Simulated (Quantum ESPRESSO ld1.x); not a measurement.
Zr3+, 37 electrons, occupied as [Ar] 3d10 4s1 4p6 4d1 5s1 (not the ground configuration). Method: Dirac Kohn-Sham, revPBE, spin-unpolarised, spherical densities, point nucleus; open shells fill j = l - 1/2 first; computed with ld1.x of Quantum ESPRESSO 7.5.

Spin-orbit splittings of the eigenvalues, e(l+1/2) - e(l-1/2), with zeta = 2 splitting/(2l+1) and mean radii in bohr:

| shell | occ. | splitting (eV) | zeta (eV) | <r> j=l-1/2 | <r> j=l+1/2 |
|---|---|---|---|---|---|
| 2p | 6 | 85.86 | 57.24 | 0.1387 | 0.1430 |
| 3p | 6 | 13.69 | 9.125 | 0.4545 | 0.4649 |
| 3d | 10 | ? | ? | 0.4495 | 0.4530 |
| 4p | 6 | 1.948 | 1.299 | 1.292 | 1.318 |
| 4d | 1 | 0.2207 | 0.08827 | 1.713 | 1.724 |

Estimate the 3d splitting.

Answer. 2.504 eV (zeta = 1.002 eV).
